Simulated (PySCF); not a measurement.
## Polarisability and C₆ of Fe (iron, neutral)

[Ar] 3d6 4s2, high-spin 5D determinant. Calculation: PySCF 2.14, in aug-cc-pVTZ (8s7p5d3f2g, 93 functions); no relativity, point nucleus. Coupled (time-dependent) response in atomic units; α is the mean over directions.

| method | mean α (bohr³) | α xx, yy, zz | C₆ (like pair) | S(−4) |
| --- | --- | --- | --- | --- |
| M06 | 50.04 | 48.69, 48.69, 52.73 | 386.4 | 1501 |

S(−4) is the Cauchy moment in α(ω) = α(0) + S(−4) ω² + …

Reference α: 62 ± 4 bohr³ (recommended; Schwerdtfeger and Nagle, table of static dipole polarizabilities (2023 update)). Published C₆: 482.0 (Chu and Dalgarno (2004); Tang, Norbeck and Certain (1976)).

α(iu) at M06:

| u (hartree) | α(iu) (bohr³) |
| --- | --- |
| 0 | 50.04 |
| 0.0500 | 46.59 |
| 0.100 | 38.91 |
| 0.200 | 24.56 |
| 0.300 | 16.15 |
| 0.500 | 8.706 |
| 0.750 | 5.245 |
| 1.00 | 3.668 |
| 1.50 | 2.201 |
| 2.00 | 1.514 |
| 3.00 | 0.8682 |
| 5.00 | 0.4058 |

A single London oscillator, α(iu) = α/(1 + u²/ω²), gives C₆ = (3/4) ω α². Matching the computed C₆ needs ω = 4 × 386.4 / (3 × 50.04²) = 0.206 hartree.

The components differ because the open shell of this determinant is not spherical; for a pure term their mean is the scalar polarisability.
